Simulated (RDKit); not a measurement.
Job for RDKit: UFF on N-methylmethanimine (SMILES C=NC).

```python
from rdkit import Chem
from rdkit.Chem import AllChem, rdDetermineBonds

blocks = [
'''8

C    -0.87117176    0.98217052    0.08530888
N    -0.11875750    0.13958578    0.64317204
C     0.56416924   -0.86247084   -0.15016902
H    -1.37650676    1.72740964    0.69348369
H    -1.04150251    0.99873208   -0.99527204
H     0.34360864   -0.78095898   -1.21971435
H     1.63898639   -0.76360373    0.00986895
H     0.27397852   -1.85130364    0.20846698
''',
]
mol = None
for b in blocks:
    f = Chem.MolFromXYZBlock(b)
    rdDetermineBonds.DetermineBonds(f, charge=0)
    mol = f if mol is None else Chem.CombineMols(mol, f)
Chem.SanitizeMol(mol)
print(Chem.MolToSmiles(Chem.RemoveHs(mol)))
ff = AllChem.UFFGetMoleculeForceField(mol, vdwThresh=100.0, ignoreInterfragInteractions=False)
e = ff.CalcEnergy()
print(f'UFF energy {e:.6f} kcal/mol')
```

Program output:

```
C=NC
UFF energy 5.611947 kcal/mol
```

The run finished.

Cost: about 0.010 core-seconds (a rough figure).
